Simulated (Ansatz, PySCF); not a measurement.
Gas-phase reaction in SMILES: [BH3-][NH3+] [azaniumylboranuide] → [BH3-][NH3+] as doublet, charge +1 + e-
Each molecule is optimised on its own at B3LYP-D3(BJ)/def2-TZVP (Ansatz, a quantum-chemistry and plane-wave program). A spin state is the lowest found, not a proven ground state.

Quantity: adiabatic ionisation energy (0 K, with B3LYP-D3(BJ) harmonic zero-point energies from PySCF), in eV. Cores are frozen in the correlated levels unless marked. Open shells are spin-unrestricted. No spin-orbit coupling. No relativistic terms. Basis-set limits of correlation are two-point, X^-3; Hartree-Fock from the larger set. The bracket is a focal-point correction in the basis named.

RI-MP2/CBS(def2-TZVPPD,def2-QZVPPD)+[CCSD(T)-MP2]/def2-TZVPPD (Ansatz) gives 9.27 eV.

**Question.** Another calculation gave 9.09 eV. Which level was it?
A) HF/def2-TZVPD (PySCF)
B) PBE-QIDH/def2-TZVPD (Ansatz)
C) HSE06/def2-TZVPD (Ansatz)
D) M06-L/def2-TZVPD (PySCF)

**Answer.** B, PBE-QIDH/def2-TZVPD (Ansatz). The others give 8.96 (HSE06), 8.32 (HF), 9.22 (M06-L) eV.
